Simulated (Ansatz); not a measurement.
Cartesian coordinates in Å:
```
C -0.330 0.053 -0.794
O -0.444 0.843 0.368
Ge 0.252 0.698 1.981
Cl 1.449 -1.154 1.776
H -1.324 -0.294 -1.087
H 0.320 -0.812 -0.640
H 0.076 0.666 -1.603
```

The species carries charge 0 and has multiplicity 1.

(1) List the PBE0/def2-TZVPP orbital energies in eV (the Gaussian-basis code of Ansatz). (Best estimate.)

Results:

(1) Ansatz gave: Occupied: -10861.03, -2766.96, -1359.19, -1209.04, -1209.01, -1208.96, -523.18, -279.44, -258.80, -197.05, -196.97, -196.94, -171.91, -121.78, -121.68, -121.54, -34.63, -34.55, -34.51, -34.44, -34.34, -28.32, -22.43, -19.35, -14.89, -12.80, -12.78, -12.01, -9.39, -9.11, -8.91, -8.63, -7.95. Lowest empty: -2.22, 0.17, 0.88, 1.95, 3.40, 3.44, 3.84, 4.84.
